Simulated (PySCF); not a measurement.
Ga(F)(NH2)2 (FGaH₄N₂), SMILES [NH2][Ga]([NH2])[F]. Coordinates come from a PBE-D3(BJ)/def2-SVP optimisation. The structure was generated by enumeration; whether it is a known compound was not checked. Other conformers were not sampled.

These are PBE-D3(BJ)/def2-SVP in PySCF values and carry that method's errors.

Harmonic wavenumbers (cm⁻¹): 150, 175, 183, 224, 295, 339, 361, 636, 690, 721, 739, 800, 1473, 1478, 3485, 3485, 3589, 3589. Rotational constants (GHz): 6.015, 5.379, 2.852; symmetry number 2.

Work out the zero-point energy and the ideal-gas rigid-rotor harmonic-oscillator thermochemistry at 298.15 K and 1 atm.

ZPE = ½ Σ hcν = ½ × 22412 cm⁻¹ = 134.06 kJ/mol. H − E(el) = 154.62 kJ/mol. Entropy in J/(mol K): translation 168.53, rotation 101.59, vibration 60.85, total 330.98. G − E(el) = 55.94 kJ/mol. Cp = 102.04 J/(mol K). Modes under 150 cm⁻¹ make the vibrational entropy uncertain.
